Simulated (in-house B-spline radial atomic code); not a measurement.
Results of a calculation; reference values are marked as such.
## From levels and matrix elements to observables: the aluminium ion Al²⁺

One electron outside the [He] 2s2 2p6 core, from an all-electron radial atomic-structure program (B-spline basis): Brueckner orbitals with a screened correlation potential on Dirac-Hartree-Fock, Breit and QED terms for the lowest states, dipole elements in length form with static core polarisation. The core's own polarisability, by RPA, is 0.2649 bohr³.

| state | removal energy (cm⁻¹) | size of the reduced dipole element to 3s1/2 (a.u.) |
| --- | --- | --- |
| 3s1/2 | 229381 | - |
| 4s1/2 | 103252 | - |
| 3p1/2 | 175750 | 1.847 |
| 3p3/2 | 175516 | 2.614 |
| 4p1/2 | 85799 | 0.1577 |
| 4p3/2 | 85719 | 0.2181 |

Use R = 109737.3 cm⁻¹, 1 hartree = 219474.6 cm⁻¹, c = 137.036 and 1 a.u. of rate = 4.1341e16 s⁻¹.

(1) Find the quantum defects of the two s states and predict 5s1/2.

(2) What are the wavelength, oscillator strength and rate of 3s1/2–3p3/2?

(3) Estimate the static polarisability of 3s1/2.

Answers

(1) With n* = 3 √(R/E): 3s1/2 has n* = 2.0750, δ = 0.9250; 4s1/2 has n* = 3.0928, δ = 0.9072. Ritz's form δ = δ0 + b/n*² gives b = 0.139, δ0 = 0.8927, so with n* ≈ 5 − 0.9072, δ = 0.9010 and E = R × 3²/(5 − 0.9010)² = 58781 cm⁻¹. The program finds 58787 cm⁻¹.

(2) ΔE = 53865 cm⁻¹ = 0.24543 hartree, λ = 185.65 nm in vacuum. f = (2/3) ΔE D²/(2j + 1 of the lower state) = (2/3) × 0.24543 × 2.614²/2 = 0.5590. A = (4/3) ΔE³ D²/(c³ (2j' + 1)) = 1.3084e-08 a.u. = 5.409e+08 s⁻¹, a partial lifetime of 1.849 ns.

(3) Each p state adds (2/3) D²/(2 ΔE): 3p1/2 4.654, 3p3/2 9.28, 4p1/2 0.01267, 4p3/2 0.02422. With the core the sum is 14.24 bohr³. The program's sum over the whole spectrum, Pauli blocking of the core included, is 14.28.
